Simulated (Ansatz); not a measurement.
Born–Oppenheimer molecular dynamics of BrF5H2OW (10 atoms, charge 0, multiplicity 1). It starts at the highest image of a converged band. Of that band: Neighbouring images differ by up to 1.5 eV, so the band resolves the path poorly. A vibrational analysis at the climbing image gives one clearly imaginary mode, 1276i cm⁻¹: a first-order saddle point.

Level of theory: RHF/def2-SVP in Ansatz 0.2.0.

```json
{
 "ensemble": "NVE (velocity Verlet)",
 "time step": "0.5 fs",
 "steps asked": "200",
 "starting velocities drawn for": "300 K",
 "seed": "3839"
}
```

First frame:

```xyz
10
Properties=species:S:1:pos:R:3
W 0.224 0.013 0.068
F -0.562 0.963 1.725
O 1.930 -0.305 -0.504
H 2.194 -0.758 -1.298
F 0.132 1.714 -0.563
F -1.583 -0.286 -0.026
F 0.340 -1.363 1.257
F -0.035 -0.782 -1.587
Br 2.054 1.366 2.048
H 0.421 1.348 2.222
```

**Question.** How far do the bonds stretch over the last three quarters of this one trajectory? (Pairs bonded in most of those frames.)

**Answer.** 
```json
{"bond": "W1–F2", "mean (Å)": "1.843", "spread (Å)": "0.057", "shortest": "1.77", "longest": "1.95"}
{"bond": "W1–O3", "mean (Å)": "1.854", "spread (Å)": "0.025", "shortest": "1.81", "longest": "1.89"}
{"bond": "W1–F5", "mean (Å)": "1.839", "spread (Å)": "0.008", "shortest": "1.82", "longest": "1.86"}
{"bond": "W1–F6", "mean (Å)": "1.847", "spread (Å)": "0.030", "shortest": "1.79", "longest": "1.89"}
{"bond": "W1–F7", "mean (Å)": "1.835", "spread (Å)": "0.031", "shortest": "1.79", "longest": "1.89"}
{"bond": "W1–F8", "mean (Å)": "1.870", "spread (Å)": "0.021", "shortest": "1.82", "longest": "1.91"}
{"bond": "W1–Br9", "mean (Å)": "3.245", "spread (Å)": "0.225", "shortest": "2.98", "longest": "3.71"}
{"bond": "O3–H4", "mean (Å)": "0.951", "spread (Å)": "0.010", "shortest": "0.93", "longest": "0.97"}
{"bond": "Br9–H10", "mean (Å)": "1.419", "spread (Å)": "0.033", "shortest": "1.36", "longest": "1.48"}
```

Pairs bonded in part of these frames only: W1–Br9 84 %.

Mean temperature of the second half: 973 K. The conserved energy stayed within 0.06 meV per atom of its start (net change -0.033 meV per atom), so the integration is sound. The kinetic energy rose, since the run started high on the potential surface and went downhill. It ends in pieces (BrH + F5HOW), so much of that is their flight and rotation, not heat. A run of 0.1 ps of so small a system gives no equilibrium averages. The orbitals stay closed-shell, which can raise the energy where a bond breaks towards radicals; this wasn't checked here.

Time of the run: 16 min on 4 threads of Arm Neoverse N1, on a shared host, peak memory 0.54 GiB.
